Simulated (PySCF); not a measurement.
PySCF input for C4H4N, SMILES [c]1cc[nH]c1, multiplicity 2, TDA-PBE/def2-SVPD. The structure is a stationary point at r2SCAN-D4/def2-SVP. The isomer is the one that the SMILES or the coordinates give; other isomers of the formula were not compared.

```python
import numpy as np
from pyscf import gto, scf, dft, tdscf

mol = gto.M(
    atom='''
    C     1.24645223    0.07042746    0.00000000
    C     0.52093156   -1.09746160    0.00000000
    N    -0.80211594   -0.70333902    0.00000000
    C    -0.89296559    0.66502783    0.00000000
    C     0.39361745    1.19350491    0.00000000
    H     0.80833589   -2.14636842    0.00000000
    H    -1.59505333   -1.33367405    0.00000000
    H    -1.86141613    1.16410411    0.00000000
    H     0.65473122    2.25031987    0.00000000
    ''',
    basis='def2-SVPD',
    charge=0,
    spin=1,
    max_memory=1600,
    verbose=4,
)
mf = dft.UKS(mol, xc='pbe').density_fit(auxbasis='def2-universal-jkfit')
mf.grids.level = 3
mf.conv_tol = 1e-9
mf.max_cycle = 100
mf.kernel()
fine, coarse = mf.grids, dft.Grids(mol).set(level=1).build(with_non0tab=True)
for _ in range(3):  # follow internal instabilities
    mf.grids = coarse
    mo, _, stable, _ = mf.stability(return_status=True, nroots=4)
    mf.grids = fine
    if stable:
        break
    mf.kernel(mf.make_rdm1(mo, mf.mo_occ))
mf.grids = dft.Grids(mol).set(level=1).build(with_non0tab=True)  # coarser grid for the response kernel
td = tdscf.TDA(mf)
td.nstates = 10
td.conv_tol = 1e-4
td.positive_eig_threshold = 1e-6
td.kernel(x0=td.get_init_guess(mf, 15))
td.analyze()
```

Output:

```
PySCF version 2.14.0

[INPUT] verbose = 4
[INPUT] num. atoms = 9
[INPUT] num. electrons = 35
[INPUT] charge = 0
[INPUT] spin (= nelec alpha-beta = 2S) = 1
[INPUT] symmetry False subgroup None
[INPUT] Mole.unit = angstrom
[INPUT] Symbol           X                Y                Z      unit          X                Y                Z       unit  Magmom
[INPUT]  1 C      1.246452230000   0.070427460000   0.000000000000 AA    2.355453342053   0.133088611049   0.000000000000 Bohr   0.0
[INPUT]  2 C      0.520931560000  -1.097461600000   0.000000000000 AA    0.984417978042  -2.073901856227   0.000000000000 Bohr   0.0
[INPUT]  3 N     -0.802115940000  -0.703339020000   0.000000000000 AA   -1.515779446748  -1.329118120520   0.000000000000 Bohr   0.0
[INPUT]  4 C     -0.892965590000   0.665027830000   0.000000000000 AA   -1.687460403761   1.256720463914   0.000000000000 Bohr   0.0
[INPUT]  5 C      0.393617450000   1.193504910000   0.000000000000 AA    0.743829178350   2.255397408224   0.000000000000 Bohr   0.0
[INPUT]  6 H      0.808335890000  -2.146368420000   0.000000000000 AA    1.527533448757  -4.056048476215   0.000000000000 Bohr   0.0
[INPUT]  7 H     -1.595053330000  -1.333674050000   0.000000000000 AA   -3.014213947775  -2.520278693939   0.000000000000 Bohr   0.0
[INPUT]  8 H     -1.861416130000   1.164104110000   0.000000000000 AA   -3.517566689548   2.199837948381   0.000000000000 Bohr   0.0
[INPUT]  9 H      0.654731220000   2.250319870000   0.000000000000 AA    1.237262691002   4.252488246967   0.000000000000 Bohr   0.0

nuclear repulsion = 152.112914519843
number of shells = 56
number of NR pGTOs = 190
number of NR cGTOs = 132
basis = def2-SVPD
ecp = {}


[settings echo left out]
init E= -209.719760662171
  alpha nocc = 18  HOMO = -0.242769448032014  LUMO = -0.06490309221366
  beta  nocc = 17  HOMO = -0.261661854483269  LUMO = -0.242769448032014

WARN: HOMO -0.242769448032014 >= LUMO -0.242769448032014

cycle= 1 E= -209.025128974481  delta_E= 0.695  |g|= 0.293  |ddm|= 3.71
  alpha nocc = 18  HOMO = -0.131968857234245  LUMO = 5.51415788381249e-05
  beta  nocc = 17  HOMO = -0.130241037584435  LUMO = -0.069415454803698
  HOMO = -0.130241037584  LUMO = -0.0694154548037  gap/eV = 1.65515
cycle= 2 E= -208.932728075493  delta_E= 0.0924  |g|= 0.497  |ddm|=  1.4
  alpha nocc = 18  HOMO = -0.190114259240359  LUMO = 0.00143265515525925
  beta  nocc = 17  HOMO = -0.185686492455075  LUMO = -0.133952940738872
  HOMO = -0.185686492455  LUMO = -0.133952940739  gap/eV = 1.40774
cycle= 3 E= -209.070827268343  delta_E= -0.138  |g|= 0.109  |ddm|= 0.931
  alpha nocc = 18  HOMO = -0.199627921399147  LUMO = -0.0106041801912355
  beta  nocc = 17  HOMO = -0.1960262352944  LUMO = -0.129811869574481
  HOMO = -0.196026235294  LUMO = -0.129811869574  gap/eV = 1.80178
cycle= 4 E= -209.076408162341  delta_E= -0.00558  |g|= 0.0381  |ddm|= 0.179
  alpha nocc = 18  HOMO = -0.197325219127602  LUMO = -0.00802013018281178
  beta  nocc = 17  HOMO = -0.194055292743507  LUMO = -0.129455867411218
  HOMO = -0.194055292744  LUMO = -0.129455867411  gap/eV = 1.75784
cycle= 5 E= -209.077120887535  delta_E= -0.000713  |g|= 0.00997  |ddm|= 0.0852
  alpha nocc = 18  HOMO = -0.196278147086593  LUMO = -0.0076061719506253
  beta  nocc = 17  HOMO = -0.192929889272016  LUMO = -0.12692873431322
  HOMO = -0.192929889272  LUMO = -0.126928734313  gap/eV = 1.79598
cycle= 6 E= -209.077162664841  delta_E= -4.18e-05  |g|= 0.00557  |ddm|= 0.023
  alpha nocc = 18  HOMO = -0.196399824150728  LUMO = -0.00763384727284411
  beta  nocc = 17  HOMO = -0.193180322075885  LUMO = -0.126932520987887
  HOMO = -0.193180322076  LUMO = -0.126932520988  gap/eV = 1.80269
cycle= 7 E= -209.077179230515  delta_E= -1.66e-05  |g|= 0.00084  |ddm|= 0.00916
  alpha nocc = 18  HOMO = -0.196340424275772  LUMO = -0.0076074421144483
  beta  nocc = 17  HOMO = -0.193187221412269  LUMO = -0.126862990474543
  HOMO = -0.193187221412  LUMO = -0.126862990475  gap/eV = 1.80477
cycle= 8 E= -209.077179807227  delta_E= -5.77e-07  |g|= 0.00098  |ddm|= 0.00425
  alpha nocc = 18  HOMO = -0.196330707938371  LUMO = -0.00763493590191366
  beta  nocc = 17  HOMO = -0.193167409855769  LUMO = -0.126773978656385
  HOMO = -0.193167409856  LUMO = -0.126773978656  gap/eV = 1.80666
cycle= 9 E= -209.077180383372  delta_E= -5.76e-07  |g|= 0.000317  |ddm|= 0.00192
  alpha nocc = 18  HOMO = -0.196322778357065  LUMO = -0.00763159223200338
  beta  nocc = 17  HOMO = -0.193173469731622  LUMO = -0.126759825030202
  HOMO = -0.193173469732  LUMO = -0.12675982503  gap/eV = 1.80721
cycle= 10 E= -209.077180468315  delta_E= -8.49e-08  |g|= 5.67e-05  |ddm|= 0.000841
  alpha nocc = 18  HOMO = -0.19631892963782  LUMO = -0.00762754543825483
  beta  nocc = 17  HOMO = -0.193170197354444  LUMO = -0.126768587742008
  HOMO = -0.193170197354  LUMO = -0.126768587742  gap/eV = 1.80688
cycle= 11 E= -209.077180473466  delta_E= -5.15e-09  |g|= 3.16e-05  |ddm|= 0.000294
  alpha nocc = 18  HOMO = -0.196324103014611  LUMO = -0.00762968732139502
  beta  nocc = 17  HOMO = -0.19317417178485  LUMO = -0.126768179835169
  HOMO = -0.193174171785  LUMO = -0.126768179835  gap/eV = 1.80700
cycle= 12 E= -209.077180473565  delta_E= -9.96e-11  |g|= 3.26e-05  |ddm|= 7.81e-05
  alpha nocc = 18  HOMO = -0.19632331070706  LUMO = -0.00762993010182234
  beta  nocc = 17  HOMO = -0.193173431021429  LUMO = -0.126768074368739
  HOMO = -0.193173431021  LUMO = -0.126768074369  gap/eV = 1.80698
cycle= 13 E= -209.077180473946  delta_E= -3.81e-10  |g|= 1.73e-05  |ddm|= 5.85e-05
  alpha nocc = 18  HOMO = -0.196321728260556  LUMO = -0.0076266847692672
  beta  nocc = 17  HOMO = -0.193171084460562  LUMO = -0.126772020280557
  HOMO = -0.193171084461  LUMO = -0.126772020281  gap/eV = 1.80681
Extra cycle  E= -209.077180472962  delta_E= 9.84e-10  |g|= 4.59e-05  |ddm|= 9.03e-05
converged SCF energy = -209.077180472962  <S^2> = 0.75632719  2S+1 = 2.0063172
tot grids = 35728
uhf_internal: lowest eigs of H = [0.6260403  0.63233077 0.64220737 0.65543096]
<class 'pyscf.df.df_jk.DFUKS'> wavefunction is stable in the internal stability analysis
tot grids = 35728
Overwritten attributes  positive_eig_threshold  of <class 'pyscf.tdscf.uks.TDA'>


******** <class 'pyscf.tdscf.uks.TDA'> for <class 'pyscf.df.df_jk.DFUKS'> ********
nstates = 10
deg_eia_thresh = 1.000e-03
wfnsym = None
conv_tol = 0.0001
eigh lindep = 1e-12
eigh level_shift = 0
eigh max_cycle = 100


Excitation energies (eV)
[1.69424171 2.42438122 4.35306637 5.31985172 5.35917563 5.37547806
 5.76797141 5.81377524 5.82721422 6.05068262]

** Excitation energies and oscillator strengths **
Excited State   1:      1.69424 eV    731.80 nm  f=0.0008
      16b ->   18b     -0.13027
      17b ->   18b     -0.98916
Excited State   2:      2.42438 eV    511.41 nm  f=0.0012
      16b ->   18b      0.98850
      17b ->   18b     -0.13449
Excited State   3:      4.35307 eV    284.82 nm  f=0.0001
      18a ->   19a     -0.69535
      17b ->   19b     -0.70093
Excited State   4:      5.31985 eV    233.06 nm  f=0.0000
      18a ->   20a     -0.53131
      17b ->   20b     -0.84612
Excited State   5:      5.35918 eV    231.35 nm  f=0.0005
      16a ->   19a      0.59765
      18a ->   21a      0.28654
      16b ->   19b     -0.71051
      17b ->   19b     -0.10769
      17b ->   22b      0.18868
Excited State   6:      5.37548 eV    230.65 nm  f=0.0000
      18a ->   20a     -0.84659
      17b ->   20b      0.53168
Excited State   7:      5.76797 eV    214.95 nm  f=0.0082
      18a ->   19a     -0.10308
      18a ->   21a      0.32756
      15b ->   18b     -0.87422
      17b ->   19b      0.11424
      17b ->   22b      0.28617
Excited State   8:      5.81378 eV    213.26 nm  f=0.0004
      16a ->   19a     -0.25932
      16a ->   21a     -0.12143
      18a ->   21a      0.62337
      15b ->   18b      0.45714
      16b ->   19b      0.18010
      17b ->   22b      0.52029
Excited State   9:      5.82721 eV    212.77 nm  f=0.0010
      17a ->   19a     -0.99047
      16b ->   20b     -0.10168
Excited State  10:      6.05068 eV    204.91 nm  f=0.0000
      16a ->   20a      0.33950
      17a ->   19a      0.10151
      16b ->   20b     -0.93294

** Transition electric dipole moments (AU) **
state          X           Y           Z        Dip. S.      Osc.
  1        -0.0000     -0.0000     -0.1354      0.0183      0.0008
  2        -0.0000     -0.0000      0.1405      0.0197      0.0012
  3         0.0077      0.0203     -0.0000      0.0005      0.0001
  4        -0.0000      0.0000     -0.0062      0.0000      0.0000
  5        -0.0117      0.0609     -0.0000      0.0038      0.0005
  6        -0.0000      0.0000      0.0021      0.0000      0.0000
  7        -0.0158     -0.2400      0.0000      0.0578      0.0082
  8         0.0512     -0.0126      0.0000      0.0028      0.0004
  9        -0.0000      0.0000      0.0833      0.0069      0.0010
 10         0.0000      0.0000     -0.0118      0.0001      0.0000

** Transition velocity dipole moments (imaginary part, AU) **
state          X           Y           Z        Dip. S.      Osc.
  1         0.0000     -0.0000     -0.0051      0.0000      0.0003
  2         0.0000     -0.0000     -0.0018      0.0000      0.0000
  3         0.0035     -0.0020     -0.0000      0.0000      0.0001
  4         0.0000     -0.0000     -0.0005      0.0000      0.0000
  5         0.0041     -0.0045      0.0000      0.0000      0.0001
  6         0.0000     -0.0000     -0.0003      0.0000      0.0000
  7        -0.0051      0.0001      0.0000      0.0000      0.0001
  8         0.0093      0.0032     -0.0000      0.0001      0.0003
  9        -0.0000     -0.0000      0.0042      0.0000      0.0001
 10         0.0000      0.0000      0.0039      0.0000      0.0000

** Transition magnetic dipole moments (imaginary part, AU) **
state          X           Y           Z
  1        -0.0224      0.3990      0.0000
  2         0.0152     -0.3227     -0.0000
  3         0.0000      0.0000      0.0234
  4        -0.0670     -0.0727     -0.0000
  5        -0.0000     -0.0000      0.0710
  6         0.3387      0.2495      0.0000
  7         0.0000      0.0000     -0.8403
  8         0.0000      0.0000      0.3891
  9         0.1037      0.1458     -0.0000
 10         0.1393     -0.0607      0.0000
```

Self-consistency was reached.
